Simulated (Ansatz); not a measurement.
Br4Zr, SMILES [Zr+]([Br])([Br])([Br])[Br] (connectivity only; charge and spin as stated), charge +1, multiplicity 2. Atoms are numbered in the order given.

```xyz
5

Zr     0.0000     0.0000     0.0000
Br     1.3377     1.4707     1.4707
Br    -1.3377     1.4707    -1.4707
Br    -1.3377    -1.4707     1.4707
Br     1.3377    -1.4707    -1.4707
```
Charge +1, spin multiplicity 2.

The structure is a stationary point at PBE0-D3(BJ)/def2-SVP. The spin state was assumed, not searched. The def2 effective core potentials stand for the cores of Zr; spin–orbit coupling is left out.

Two levels are set side by side: PBE-D3(BJ)/def2-SVP (Ansatz, a program for electronic structure) and PBE0-D3(BJ)/def2-SVP (Ansatz). Each level has its own optimised geometry; the coordinates shown are those of the second. Differences are taken from unrounded values.

```json
[
 {"quantity": "mean bond length (Å)", "PBE0-D3(BJ)": "2.473", "PBE-D3(BJ)": "2.490", "PBE-D3(BJ) minus PBE0-D3(BJ)": "0.017"},
 {"quantity": "bond Zr1–Br2 (Å)", "PBE0-D3(BJ)": "2.473", "PBE-D3(BJ)": "2.490", "PBE-D3(BJ) minus PBE0-D3(BJ)": "0.017"},
 {"quantity": "bond Zr1–Br3 (Å)", "PBE0-D3(BJ)": "2.473", "PBE-D3(BJ)": "2.490", "PBE-D3(BJ) minus PBE0-D3(BJ)": "0.017"},
 {"quantity": "bond Zr1–Br4 (Å)", "PBE0-D3(BJ)": "2.473", "PBE-D3(BJ)": "2.490", "PBE-D3(BJ) minus PBE0-D3(BJ)": "0.017"},
 {"quantity": "bond Zr1–Br5 (Å)", "PBE0-D3(BJ)": "2.473", "PBE-D3(BJ)": "2.490", "PBE-D3(BJ) minus PBE0-D3(BJ)": "0.017"}
]
```

Exact exchange shortens and stiffens bonds; PBE has none. Differences between two approximate levels are no errors against the true value.
